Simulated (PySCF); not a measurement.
**Correlation energy of Ga (gallium, neutral)**

[Ar] 3d10 4s1 4p2, high-spin 4P determinant (an excited configuration). Calculation: PySCF 2.14, in aug-cc-pVDZ-PP with ECP10MDF (5s4p3d, 32 functions); scalar relativity through the core potential. Frozen: 3s2 3p6 3d10; 3 electrons correlated.

MP2 pair energies summed by pair of shells (mhartree):

```
 pair  energy  share (%)
4p-4p   -3.78       56.3
4s-4p   -2.93       43.7
```

Total MP2 correlation energy: -6.70 mhartree.

Same-spin part -6.70 and opposite-spin part 0.00 mhartree; SCS-MP2 scales them by 1/3 and 6/5 to -2.23 mhartree.
